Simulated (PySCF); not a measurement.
Vertical excitations of a molecule CH5Cl2NSi from PySCF with TDDFT-ωB97X/def2-SVPD, as energy in eV (oscillator strength): 6.86 (0.003), 7.46 (0.009), 7.87 (0.057), 8.34 (0.027), 8.46 (0.033), 8.48 (0.033), 8.51 (0.059), 8.68 (0.079), 8.76 (0.008), 8.88 (0.049). Lowest triplet (TDA): 6.68 eV. Geometry optimised at PBE0-D3(BJ)/def2-SVP. Other conformers were not sampled.

Task: Which molecule gave these data?
(A) C[Si](N)(Cl)Cl
(B) NC[SiH](Cl)Cl
(C) CN[SiH](Cl)Cl

Result: C, CN[SiH](Cl)Cl
